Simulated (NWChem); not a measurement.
System: CH4CdO; SMILES C[O][CdH]

Input file for NWChem:

```
start job
memory heap 200 mb stack 900 mb global 1100 mb
geometry units angstroms noautoz
  Cd     0.464268     0.662640     0.108816
  H      0.964109     2.193071    -0.224640
  O     -0.129503    -1.170808     0.515078
  C      0.407213    -2.353032     0.029655
  H      1.473404    -2.509873     0.300818
  H     -0.147627    -3.213104     0.452557
  H      0.344072    -2.457803    -1.074819
end
basis spherical
  * library def2-svp
end
ecp
  Cd library def2-ecp
end
dft
  xc xpbe96 cpbe96
  iterations 150
  mulliken
end
task dft energy
```

The geometry was optimised at PBE0/def2-SVP. def2 effective core potentials on Cd; no spin-orbit coupling.

Problem. Predict the main results of this run. (PBE/def2-SVP with def2 effective core potentials on Cd.) Quantities: energy (Ha); highest occupied level (eV); orbital gap (eV); dipole (D).

Solution. 
```json
{
 "energy (Ha)": "-283.21",
 "highest occupied level (eV)": "-5.30",
 "orbital gap (eV)": "4.12",
 "dipole (D)": "1.11"
}
```
